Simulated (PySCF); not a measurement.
Löwdin shares of the frontier orbitals

Compound: C₉H₁₃F₃.
Geometry (PBE0-D3(BJ)/def2-SVP, Å), atoms numbered from 1 in this order:
```
atom  x, y, z in Å
F1     1.3355    1.6877    2.0169
C2     0.1748    1.8169    1.3276
F3     0.2140    3.0185    0.7014
C4     0.0220    0.7037    0.3135
C5     1.2101    0.6360   -0.6553
C6     1.1975   -0.8080   -1.1412
C7     0.8751   -1.6085    0.1239
C8    -0.0130   -0.6983    0.9986
C9    -1.4832   -1.0798    1.0151
F10   -2.0913   -0.4073    2.0677
C11   -2.0322   -0.5292   -0.2840
C12   -1.3491    0.8355   -0.4042
H13   -0.6543    1.8272    2.0562
H14    1.1381    1.3815   -1.4602
H15    2.1399    0.8369   -0.0995
H16    0.4119   -0.9451   -1.9027
H17    2.1452   -1.1150   -1.6081
H18    0.3982   -2.5778   -0.0925
H19    1.8057   -1.8338    0.6660
H20    0.3596   -0.6657    2.0323
H21   -1.6599   -2.1570    1.1697
H22   -3.1306   -0.4767   -0.2735
H23   -1.7407   -1.1992   -1.1080
H24   -1.9618    1.6021    0.0942
H25   -1.2302    1.1633   -1.4466
```

Computed with TDDFT B3LYP/def2-SVPD, vertical, gas phase, core orbitals frozen in the response in PySCF 2.14.0, density-fitted response routines.

Frontier orbitals with the atoms that hold most of them (Löwdin shares over 4%, at most four atoms; ? is withheld):

```tsv
orbital	ε (eV)	atoms
LUMO+2	0.80	H24 11%, H13 9%, C2 9%, F10 8%
LUMO+1	0.66	H19 14%, H15 8%, H20 8%, C7 7%
LUMO	?	?
HOMO	-8.76	?
HOMO-1	-8.86	C6 11%, C8 9%, C7 8%, C5 8%
HOMO-2	-9.04	C4 15%, F10 10%, C9 10%, C8 10%
HOMO-3	-9.14	C4 12%, F10 11%, C9 10%, C8 10%
```

Give the leading atoms of the LUMO.

C6 (bonded to 2 C and 2 H) 9%; H23 (bonded to C) 9%; C11 (bonded to 2 C and 2 H) 9%; C7 (bonded to 2 C and 2 H) 8%. By element: carbon 26% or more, hydrogen 9% or more.

Give the leading atoms of the HOMO.

C4 (bonded to 4 C) 13%; C2 (bonded to C, 2 F and H) 11%; C5 (bonded to 2 C and 2 H) 9%; F3 (bonded to C) 7%. By element: carbon 33% or more, fluorine 7% or more.

What is the LUMO energy, and the HOMO–LUMO gap?

ε(LUMO) = 0.23 eV; the gap is 8.99 eV (0.3305 hartree).

The HOMO–LUMO gap is 8.99 eV. Where does the response calculation put the lowest singlet, and from which orbitals?

S1 is at 8.19 eV (f = 0.0042), 0.80 eV below the gap, made of HOMO→LUMO (69%), HOMO-1→LUMO (27%). Without the coupling terms of the response equations the lowest excitation would equal the gap.

Next come S2 at 8.24 eV (f 0.0040), HOMO-1→LUMO (68%), HOMO→LUMO (24%); S3 at 8.48 eV (f 0.015), HOMO-2→LUMO (87%); S4 at 8.54 eV (f 0.0094), HOMO-3→LUMO (82%); S5 at 8.59 eV (f 0.0060), HOMO→LUMO+1 (67%), HOMO-1→LUMO+1 (14%), HOMO-3→LUMO (8%).

Löwdin shares depend on the basis, the more so with diffuse functions.

Hardware: an Intel Xeon Platinum 8488C with 2 threads (shared host). Cost: 2.3 min wall, 4.7 min CPU, 2.0 GiB resident at most.

One conformer stands for the species.
